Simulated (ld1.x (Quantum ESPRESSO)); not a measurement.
Ga (Z = 31): one change to an ultrasoft potential, before and after

- Element: gallium (Ga)
- Generator: ld1.x (Quantum ESPRESSO) 7.5
- Type: ultrasoft
- Functional: LDA (PZ)
- Relativity: scalar-relativistic
- Frozen core: [Ar] 3d10
- Valence charge: 3
- Reference configuration: 4s1 4p2
- Partial waves: 4s (bound): rcut 1.55, rcutus 2.00 bohr; 4s channel at 0.15 Ry: rcut 1.55, rcutus 2.00 bohr; 4p (bound): rcut 2.05, rcutus 2.30 bohr; 4p channel at 2.15 Ry: rcut 2.05, rcutus 2.30 bohr; 4d channel at 0.15 Ry: rcut 1.50, rcutus 1.85 bohr
- Local potential: all-electron potential smoothed inside 1.80 bohr (lloc = -2)
- Core correction: a·sin(br)/r model core inside 1.15 bohr
- Augmentation charge: PSQ, inside the norm-conserving radii

All-electron outer shells of the reference configuration (LDA (PZ), scalar-relativistic, ld1.x):

| shell | level (eV) | outermost node (bohr) | outermost maximum (bohr) |
| --- | --- | --- | --- |
| 3p | -100.57 | 0.24 | 0.56 |
| 3d | -21.27 | – | 0.53 |
| 4s | -10.28 | 0.81 | 1.85 |
| 4p | -3.50 | 0.87 | 2.44 |

Change: core correction a·sin(br)/r model core inside 2.14 bohr.

Cutoffs: the cutoffs (Ry, on a coarse ladder) from which the occupation-weighted sum of valence levels, in a spherical-Bessel basis at the reference potential, stays within 10 and 1 mRy of its value at 400 Ry; they do not see the model core or the augmentation charge, which bear on the density cutoff. Errors are all-electron minus pseudo energies relative to the spin-unpolarised reference configuration.

Question: How do hardness, ghosts and transferability respond?

Answer: Both files are so soft that the ladder of cutoffs tells neither apart; of the 9 tests that both files solve, the error grows in 2 and shrinks in 6 by more than 15 % and 0.3 meV (median size 17.2 → 4.9 meV); neither file shows a bound ghost. A wider model core is smoother and lowers the density cutoff, which this test does not measure.

| quantity | base | changed |
| --- | --- | --- |
| cutoff, loose | 6 Ry | 6 Ry |
| cutoff, tight | 10 Ry | 10 Ry |
| bound ghosts | none | none |
| error for 4s2 4p1, meV [ΔE -6.61 eV] | -16 | -0.5 |
| error for 4s2 4p0, meV [ΔE -0.72 eV] | -4.4 | +6.6 |
| error for 4s1 4p0, meV [ΔE 20.78 eV] | -98 | -72 |
| error for 4s0 4p3, meV [ΔE 6.93 eV] | -17 | +1.9 |
| error for 4s2 4p1.3, meV [ΔE -7.19 eV] | -19 | -3.1 |
| error for 4s1 4p1, meV [ΔE 6.73 eV] | -11 | -9.4 |
| error for 4s2 4p0.5, meV [ΔE -4.49 eV] | -9.2 | +4.9 |
| error for 4s1 4p2 (spin-polarised), meV [ΔE -1.43 eV] | -29 | +122 |
| error for 4s2 4p1 (spin-polarised), meV [ΔE -6.75 eV] | -18 | +2.4 |
| s: phases at 2.52 bohr within 0.05 rad from the reference energy up to (Ry; the scan ends near 5) | 3.7 | 3.7 |
| p: phases at 2.52 bohr within 0.05 rad from the reference energy up to (Ry; the scan ends near 5) | 4.7 | 4.7 |
| d: phases at 2.52 bohr within 0.05 rad from the reference energy up to (Ry; the scan ends near 5) | 0.5 | 0.5 |
| lowest overlap eigenvalue by channel | s 0.41, p 0.65, d 1.00 | s 0.41, p 0.65, d 1.00 |
